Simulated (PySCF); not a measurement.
C4H5NSi, SMILES C([C@H](C#N)[SiH3])#C. The structure is a stationary point at PBE-D3(BJ)/def2-SVP. The structure was generated by enumeration; whether it is a known compound was not checked.

Computed equilibrium geometry at PBE-D3(BJ)/def2-SVP (PySCF confirms it by a frequency run) as Cartesian coordinates in Å:
```xyz
11

C      2.3220    -1.0380    -0.6158
C      1.3720    -0.3054    -0.3838
C      0.1932     0.5220    -0.1453
Si    -1.3631    -0.3680    -0.9075
C     -0.0592     0.8082     1.2675
N     -0.3091     1.0199     2.3928
H      3.1733    -1.6751    -0.8113
H      0.2860     1.4914    -0.6874
H     -1.5331    -1.6833    -0.2130
H     -2.5589     0.5144    -0.6994
H     -1.0877    -0.5557    -2.3696
```
